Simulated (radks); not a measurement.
Spherical jellium clusters: N electrons in a uniform positive sphere of charge N and radius rs N^(1/3), rs = 5.54 bohr. Method: non-relativistic Kohn-Sham, LDA (Slater exchange, Perdew-Wang correlation), spin-polarised, spherical densities; computed with a radial shooting solver with Libxc functionals. Levels are named by radial order and angular momentum (1s, 1p, 1d, 2s, ...), and open shells are averaged over m.

N = 30, configuration 1s2 1p6 1d10 2s2 1f(up 7, down 3). This is the lowest configuration that the search found. Occupied and some empty levels:

level    occupation  eigenvalue (eV)  <r> (bohr)
1s up             1          -3.6158       10.40
1s down           1          -3.5402       9.873
1p up             3          -3.2915       12.27
1p down           3          -3.1808       12.06
1d up             5          -2.8793       13.37
1d down           5          -2.7537       13.31
2s up             1          -2.6756       10.03
2s down           1          -2.6197       10.39
1f up             7          -2.3800       14.20
1f down           3          -2.2495       14.22
2p up             0          -1.9938       11.44
2p down           0          -1.9402       11.52
1g up             0          -1.8020       14.92
1g down           0          -1.6729       14.99
2d up             0          -1.3031       13.24
2d down           0          -1.2416       13.28

Energy (eV): total -54.4309, kinetic 29.458, external -1702.7, Hartree 849.94, exchange-correlation -84.751, background 853.61.

Electron density:

r (bohr)  n(r) (e/bohr^3)
0.538            0.002043
2.56             0.001786
4.59             0.001381
6.62             0.001156
8.64             0.001280
10.7             0.001605
12.7             0.001737
14.7             0.001321
16.8            0.0005957
18.8            0.0001607
20.8           0.00003231
22.8            5.494e-06
24.9            8.623e-07
26.9            1.318e-07
